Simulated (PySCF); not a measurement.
phosphine (H₃P), SMILES P. Heavy atoms are numbered as in [PH3:1]. Hydrogens are named by the atom that carries them.

Geometry: B3LYP-D3(BJ)/def2-TZVP.

All values below come from PySCF with PBE/pcSseg-2.

GIAO shieldings, no solvent; atoms alike by connectivity are averaged. δ = σ(ref) − σ: ¹H against TMS (σ = 31.47 ppm), references at their B3LYP-D3(BJ)/def2-TZVP geometries, non-relativistic.

| nucleus | atoms | count | δ (ppm) |
|---|---|---|---|
| ¹H | H on P1 | 3 | 2.06 |
